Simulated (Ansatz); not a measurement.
Program: Ansatz. Geometries: PBE0-D4/def2-TZVP. ΔE: electronic, gas phase. CBS: MP2 limit from def2 TZ/QZ plus the TZ coupled-cluster correction, frozen cores. Functionals use def2-TZVPP. B3LYP here is the variant with VWN-RPA as its local correlation; programs differ in this. For Ge outer-core shells are correlated without core-valence functions, which leaves a few kJ/mol of doubt a bond. Scalar relativity is left out up to krypton. One conformer a species, not always the lowest.

Consider the redistribution: `[CH3][AlH][NH][SiH2]C` + `OC[S][GeH3]` → `[CH3][AlH][S][GeH3]` + `C[SiH2]NCO`.

| level | ΔE (kcal/mol) | difference from CCSD(T)/CBS |
| --- | --- | --- |
| PBE0-D4 | -6.6 | -1.6 |
| B3LYP-D4 | -4.8 | 0.2 |
| ωB97M-V | -5.4 | -0.4 |
| B2PLYP | -4.6 | 0.4 |
| PBE0 | -6.3 | -1.3 |
| B3LYP | -4.4 | 0.6 |
| MP2/def2-TZVPP | -5.3 | -0.3 |
| SCS-MP2/def2-TZVPP | -5.0 | 0.0 |
| CCSD/def2-TZVPP | -5.7 | -0.7 |
| HF/def2-QZVPP | -6.9 | -1.9 |
| CCSD(T)/CBS | -5.0 | 0 |

Largest T1 diagnostic among the species: 0.012.

In def2-TZVPP, CCSD(T) changes the Hartree–Fock value by +2.0 kcal/mol (the triples alone add +0.3 kcal/mol) and MP2 by +2.1 kcal/mol. From PBE to PBE0 (25 % exact exchange), in def2-TZVPP and without D4, ΔE moves by −1.3 kcal/mol.
